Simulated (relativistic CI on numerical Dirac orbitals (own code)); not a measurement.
**Charge states of platinum**

These numbers are calculated, not measured: Dirac-Coulomb-Breit CI, separate exchange-only KLI orbitals for each configuration, model QED (radiative potential, 1s self-energy scaled to tabulated hydrogen-like ionisation energies), valence Slater integrals scaled by 0.9 (own radial code, finite nucleus).

Each species is treated in one configuration, given outside its closed core. Radial values are for the open shell of highest l, unscaled and averaged over j; ζ includes the Breit term. Labels give the leading LS character, summed over repeated terms.

```
  Ion   Configuration  Its lowest level  LS weight (%)  ζ (cm⁻¹)       Next level  E (cm⁻¹)  ⟨r⟩ (bohr)  ⟨r²⟩ (bohr²)
   Pt       4f¹⁴5d⁹6s               ³D3            100      3752              ³D2      3176       1.694         3.487
  Pt+         4f¹⁴5d⁹             ²D5/2            100      3821            ²D3/2    9515.5       1.636         3.179
 Pt2+         4f¹⁴5d⁸               ³F4             97      4213    J = 2 (mixed)    7545.8       1.552         2.812
 Pt3+         4f¹⁴5d⁷             ⁴F9/2             86      4631            ⁴F7/2    8840.6       1.486         2.548
 Pt4+         4f¹⁴5d⁶               ⁵D4             82      5064              ⁵D2    6443.5       1.431         2.345
 Pt5+         4f¹⁴5d⁵             ⁶S5/2             84      5510  J = 5/2 (mixed)     19718       1.384         2.181
 Pt6+         4f¹⁴5d⁴               ⁵D0             60      5964              ⁵D1    6690.7       1.343         2.044
 Pt7+         4f¹⁴5d³             ⁴F3/2             79      6425            ⁴F5/2    9383.3       1.306         1.928
 Pt8+         4f¹⁴5d²               ³F2             86      6892              ³F3     14475       1.273         1.827
 Pt9+          4f¹⁴5d             ²D3/2            100      7365            ²D5/2     18463       1.243         1.737
Pt10+            4f¹⁴               ¹S0            100                                                               
Pt11+  4d¹⁰4f¹⁴5s²5p⁵            ²P°3/2            100     96470           ²P°1/2    144810       1.006         1.132
Pt12+  4d¹⁰4f¹⁴5s²5p⁴               ³P2             73     99760              ¹S0     28678       0.993         1.102
Pt13+  4d¹⁰4f¹⁴5s²5p³   J = 3/2 (mixed)             43    103100           ⁴S°3/2    133990      0.9804         1.073
Pt14+  4d¹⁰4f¹⁴5s²5p²               ³P0             74    106400              ³P1    141670      0.9683         1.046
Pt15+   4d¹⁰4f¹⁴5s²5p            ²P°1/2            100    109800           ²P°3/2    164870      0.9564         1.021
Pt16+     4d¹⁰4f¹⁴5s²               ¹S0            100                                                               
Pt17+     4d¹⁰4f¹³5s²            ²F°7/2            100      7830           ²F°5/2     27460       0.481        0.2733
Pt18+     4d¹⁰4f¹²5s²               ³H6             98      8131              ³F4      9586      0.4722        0.2624
Pt19+      4d¹⁰4f¹²5s            ⁴H13/2             98      8213           ⁴H11/2    8364.1      0.4692        0.2585
Pt20+        4d¹⁰4f¹²               ³H6             98      8296              ³F4    9758.3      0.4659        0.2542
Pt21+        4d¹⁰4f¹¹           ⁴I°15/2             93      8609          ⁴I°13/2     25127       0.458        0.2449
Pt22+        4d¹⁰4f¹⁰               ⁵I8             80      8929              ⁵I7     24301      0.4505        0.2362
Pt23+         4d¹⁰4f⁹                 ?              ?         ?                ?         ?           ?             ?
```

**Question.** Fill in the row of Pt23+.

**Answer.** Its lowest level ⁶H°15/2; LS weight (%) 73; ζ (cm⁻¹) 9256; Next level ⁶H°13/2; E (cm⁻¹) 20854; ⟨r⟩ (bohr) 0.4434; ⟨r²⟩ (bohr²) 0.2282.

With one configuration, terms of near-neutral atoms and ions can be 10 to 25 % off, and close levels can change places.

At low charge ζ of a weakly bound d or f electron comes out too small.
